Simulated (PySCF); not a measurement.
**A small calculation by hand: dipole moment from atomic charges**

GaHBr₂, SMILES [Br][GaH][Br]. Atoms are numbered in the order given.

```xyz
4

Ga     0.0000     0.0000     0.8110
H      0.0000     0.0000     2.3615
Br     0.0000     1.9329    -0.3929
Br     0.0000    -1.9329    -0.3929
```
Charge 0, spin multiplicity 1.

Coordinates come from a PBE0-D3(BJ)/def2-SVP optimisation.

Charges (e) from M06-2X/def2-TZVPD (PySCF):

| atom | ESP fit | IAO |
|---|---|---|
| Ga1 | 0.523 | 0.639 |
| H2 | -0.100 | -0.141 |
| Br3 | -0.211 | -0.249 |
| Br4 | -0.211 | -0.249 |

The dipole moment of the full density is 1.50 D.

### Question
What dipole moment does each set of point charges give, and which comes closer to that of the density?

### Answer

μ = Σ q r, and 1 e Å = 4.8032 D.
ESP fit: Σ q r = (0.000, 0.000, 0.354) e Å, |μ| = 1.70 D.
IAO: Σ q r = (0.000, 0.000, 0.381) e Å, |μ| = 1.83 D.
ESP fit comes closer in size. Point charges leave out the atoms' own dipoles (lone pairs, polarised bonds); fits to the potential absorb them, partitions of the density don't.
